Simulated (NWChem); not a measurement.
Species: CH$_{4}$O$_{2}$Zn; SMILES C[O][Zn][OH]

```xyz
8

Zn    -0.0750     0.4190    -0.0126
O      0.2006     2.1734     0.1008
H      0.2321     2.5816    -0.7846
O     -0.5226    -1.3056     0.0352
C      0.4219    -2.3444     0.0104
H      1.1399    -2.3291     0.8691
H     -0.1157    -3.3196     0.0679
H      1.0372    -2.3793    -0.9242
```
Atoms are numbered in this order, from 1.

All runs: NWChem. Medium grid unless said otherwise, to which SCAN and Minnesota functionals are sensitive. Structure relaxed at the PBE-D3(BJ)/def2-SVP level.

Among these, which level gives the highest value of “orbital gap (eV)”?
(A) LC-BLYP (range parameter 0.33 per bohr)/def2-SVP
(B) PBE/def2-SVP
(C) B3LYP/def2-SVP
(D) BP86/def2-SVP

A, LC-BLYP (range parameter 0.33 per bohr)/def2-SVP. Values: PBE/def2-SVP 3.86; BP86/def2-SVP 3.98; B3LYP/def2-SVP 5.71; LC-BLYP (range parameter 0.33 per bohr)/def2-SVP 10.19
